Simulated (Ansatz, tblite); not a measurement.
Cost and result up the ladder for cis-OsH2(PH3)4 (P₄OsH₁₄) (19 atoms). Total charge 0; singlet. Geometry: PBE-D4/def2-SVP.

```xyz
19

Os   -0.173   -0.193    0.401
H     0.355   -1.185    1.648
P    -1.181    1.196   -1.189
H    -2.357    0.764   -1.903
H    -0.504    1.697   -2.365
H    -1.722    2.478   -0.808
H    -1.611   -0.216    1.266
P     1.945   -0.345   -0.581
H     2.490   -1.626   -0.961
H     3.120    0.091    0.132
H     2.308    0.310   -1.819
P    -0.974   -2.166   -0.484
H    -0.103   -3.114   -1.133
H    -1.996   -2.181   -1.500
H    -1.606   -3.102    0.397
P     0.378    1.503    1.864
H     1.745    1.909    2.074
H     0.039    1.348    3.247
H    -0.153    2.834    1.713
```

Ansatz on 4 threads of Intel Xeon 6975P-C on a shared host; xTB runs through tblite on one thread. Times are rough, summed over both states, and most runs start from the orbitals of an earlier one. PBE0-D4/def2-TZVP serves as the yardstick here, not as an exact answer. The other state is a doublet.

In the def2 sets Os takes a core potential; there is no spin–orbit coupling. The xTB rows come from tblite.

Raw xTB energies of ions are shifted by several eV.

```json
{"level": "GFN2-xTB", "functions": "59", "wall time": "0.042 s", "vertical IE (eV)": "11.32", "difference from PBE0-D4/def2-TZVP (eV)": "3.98"}
{"level": "GFN1-xTB", "functions": "73", "wall time": "0.051 s", "vertical IE (eV)": "12.19", "difference from PBE0-D4/def2-TZVP (eV)": "4.85"}
{"level": "PBE-D4/def2-TZVP", "functions": "272", "wall time": "10 s", "vertical IE (eV)": "7.47", "difference from PBE0-D4/def2-TZVP (eV)": "0.13"}
{"level": "r2SCAN-D4/def2-TZVP", "functions": "272", "wall time": "18 s", "vertical IE (eV)": "7.35", "difference from PBE0-D4/def2-TZVP (eV)": "0.01"}
{"level": "PBE0-D4/def2-TZVP", "functions": "272", "wall time": "36 s", "vertical IE (eV)": "7.34", "difference from PBE0-D4/def2-TZVP (eV)": "0.00"}
```
